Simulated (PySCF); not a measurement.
## Dipole response of C²⁺ (carbon, charge +2)

[He] 2s1 2p1, high-spin 3P determinant (an excited configuration). All numbers are calculated (PySCF 2.14, no relativity, point nucleus, in aug-cc-pwCVDZ (5s4p2d, 27 functions)). Coupled (time-dependent) response in atomic units; α is the mean over directions. A double-zeta set is small for polarisabilities.

```
   method  mean α (bohr³)         α xx, yy, zz  C₆ (like pair)  S(−4)
      UHF           2.806  3.550, 1.318, 3.550           3.376  12.56
      PBE           2.844  3.559, 1.415, 3.559           3.366  14.47
     PBE0           2.839  3.567, 1.384, 3.567           3.370  14.06
BHandHLYP           2.771  3.484, 1.346, 3.484           3.276  12.97
```

S(−4) is the Cauchy moment in α(ω) = α(0) + S(−4) ω² + …

α(iu) at BHandHLYP:

| u (hartree) | α(iu) (bohr³) |
| --- | --- |
| 0 | 2.771 |
| 0.0500 | 2.739 |
| 0.100 | 2.650 |
| 0.200 | 2.358 |
| 0.300 | 2.027 |
| 0.500 | 1.483 |
| 0.750 | 1.052 |
| 1.00 | 0.7828 |
| 1.50 | 0.4772 |
| 2.00 | 0.3181 |
| 3.00 | 0.1693 |
| 5.00 | 0.07325 |

A single London oscillator, α(iu) = α/(1 + u²/ω²), gives C₆ = (3/4) ω α². Matching the computed C₆ needs ω = 4 × 3.276 / (3 × 2.771²) = 0.569 hartree.

For an ion, C₆ is the dispersion term alone; charge-induced terms of lower order in 1/R come first.

The components differ because the open shell of this determinant is not spherical; for a pure term their mean is the scalar polarisability.
